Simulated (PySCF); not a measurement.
# Excitation energy of Rh⁺ by level of theory

Rh⁺ [Kr] 4d8 (3F) → Rh⁺ [Kr] 4d7 5p1 (high-spin determinant), as a difference of total energies. All numbers are calculated (PySCF 2.14, scalar relativity by spin-free X2C-1e, in x2c-QZVPPall (13s8p7d4f2g, 118 functions)). Correlated levels: valence: [Kr] frozen; valence and next inner shell: [Ar] 3d10 frozen. The calculations carry no spin-orbit coupling.

| method | excitation energy (eV) |
| --- | --- |
| UHF | 6.071 |
| LDA | 7.394 |
| PBE | 7.190 |
| PBE0 | 7.133 |
| r2SCAN | 7.062 |
| BHandHLYP | 7.111 |
| r2SCANh | 7.055 |
| wB97M-V | 7.466 |
| MP2 (valence) | 7.292 |
| SCS-MP2 (valence) | 7.507 |
| MP2 (valence and next inner shell) | 7.329 |
| SCS-MP2 (valence and next inner shell) | 7.391 |

Problem. How much does correlation contribute at MP2 (valence and next inner shell)?

Solution. 7.329 − (6.071) = 1.258 eV, measured against UHF.

A first-order spin-orbit estimate (lowest level to lowest level, LS coupling) adds 0.048 eV.

The basis was made for the ground configuration and has no added diffuse functions, so the excitation energy can come out too high.

The determinant of the upper state mixes LS terms, which raises its energy above the lowest term, most at the Hartree-Fock and MP2 levels.
